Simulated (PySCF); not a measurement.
# Does the structure fit the spectrum?

A compound C₈H₁₂Si gives the data below (simulated from a calculation) and was assigned the structure `C=CC1=C[SiH2][C@H]2C[C@@H]1C2`.

$^{13}$C{$^{1}$H} NMR (computed): δ 229.5 (C), 109.3 (C), 101.4 (C), 96.4 (C), 79.6 (CH2), 33.6 (CH2), 16.7 (CH3), -4.8 (CH3).

$^{1}$H NMR (400 MHz, computed): δ 5.17 (s, 2H), 4.59 (q, 2H), 2.18 (m, 2H), 1.25 (t, 3H), 0.29 (t, 3H).

Level of theory: coordinates at the GFN2-xTB level, NMR shieldings at PBE0/pcSseg-1/GIAO, in PySCF 2.14 (single conformer, no relativistic terms, one averaged value for each set of equivalent atoms, isolated molecule).

Referencing at the same level of theory: TMS for $^{1}$H and $^{13}$C.

Problem. Compare with the shifts computed for the proposed structure, pairing carbons in order of shift.

Solution. Numbering as in the mapped SMILES `[CH2:1]=[CH:2][C:3]1=[CH:4][SiH2:5][C@H:6]2[CH2:7][C@@H:8]1[CH2:9]2` (H(Xn): hydrogen on atom n).

```
atom  computed for proposal  given list  difference
  C3                  177.5       229.5       -52.0
  C2                  148.2       109.3       +38.9
  C4                  124.9       101.4       +23.5
  C1                  118.3        96.4       +21.9
  C7                   35.9        79.6       -43.7
  C9                   35.9        33.6        +2.3
  C8                   32.5        16.7       +15.8
  C6                   16.9        -4.8       +21.7
```

The rms difference is 31.4 ppm and the largest -52.0 ppm at C3 (fully substituted alkene carbon). The proposal also would give 7 carbon signals, not 8. The carbon types in order of shift don't match either: C, CH, CH, CH2, CH2, CH2, CH, CH for the proposal against C, C, C, C, CH2, CH2, CH3, CH3 in the data. The proposal doesn't fit.

Problem. Which isomer fits?

Solution. SMILES C=C=C(C#C[SiH2]C)CC.

1. Carbon types of the structure: 4 × C, 2 × CH2, 2 × CH3, leaving 2 H on heteroatoms.
2. δC 229.5: central carbon of an allene; the central sp carbon of an allene is among the most deshielded carbons of hydrocarbons.
3. δC 109.3, 101.4: alkyne carbon.
4. δC 96.4, 79.6: terminal carbon of a cumulated C=C=C unit.
5. δH 5.17: hydrogen on a terminal carbon of a cumulated C=C=C unit; olefinic region.

The data come from this structure; uniqueness wasn't tested.

Shifts are as computed. Against solution values, carbons near 30 ppm lie about +3 ppm off and those near 130 ppm about +5 ppm. Of 1309 compounds with measured shifts, 239 miss one by over three times the rms of a fit or turn the order of signals round; such compounds aren't used in these exercises. Multiplicities follow the n + 1 count of equivalent neighbours, as no J values were calculated; m marks all less simple cases, F and P coupling included.
